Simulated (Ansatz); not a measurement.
`BCCl` and `BCI` differ in one element.

Ansatz, PBE0-D4/def2-TZVP geometries, multiplicity 1. 

Elements past krypton have def2 core potentials.

```
                                        property  `BCCl`
              LUMO energy (PBE0/def2-TZVPP) / eV   -1.79
  zero-point energy (PBE0-D4/def2-TZVP) / kJ/mol   125.3
         HOMO–LUMO gap (ωB97M-V/def2-TZVPP) / eV   10.67
size of the dipole moment (B3LYP/def2-TZVPP) / D    1.82
           HOMO–LUMO gap (B3LYP/def2-TZVPP) / eV    5.91
               HOMO energy (PBE/def2-TZVPP) / eV   -6.80
```

Question: Give the same properties after the change, and the shifts. (Estimate.)

Answer: Computed: 
```
                                        property  `BCI`  shift
              LUMO energy (PBE0/def2-TZVPP) / eV  -1.49   0.30
  zero-point energy (PBE0-D4/def2-TZVP) / kJ/mol  127.0    1.7
         HOMO–LUMO gap (ωB97M-V/def2-TZVPP) / eV  10.36  -0.31
size of the dipole moment (B3LYP/def2-TZVPP) / D   1.43  -0.39
           HOMO–LUMO gap (B3LYP/def2-TZVPP) / eV   5.80  -0.11
               HOMO energy (PBE/def2-TZVPP) / eV  -6.66   0.14
```

With PBE0 the HOMO rises by 0.41 eV and the LUMO rises by 0.30 eV, so the gap narrows by about 0.11 eV. PBE moves the HOMO by 0.14 eV and ωB97M-V by 0.55 eV. Dipoles are sizes alone; their direction can turn.

B3LYP here is the variant with VWN-RPA as its local correlation; programs differ in this.

Spin–orbit coupling is left out; it splits and shifts lone-pair levels of the heavy atoms by tenths of an eV.
